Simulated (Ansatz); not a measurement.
(1) Predict a relaxed structure of Cu3⁺ (the lowest singlet isomer of a short search), charge 1, singlet, at PBE0-D4/def2-TZVP (Ansatz).

Answers

(1) 
Cartesian coordinates in Å:
```
Cu -1.366 -0.223 -0.066
Cu 0.482 1.223 0.439
Cu 0.884 -0.999 -0.373
```
Point group D3h (tolerance 0.1 Å). This is one stationary point.

The relaxation made no stability test and no search for a lower SCF solution. The structure comes from a short search, and lower isomers may exist.
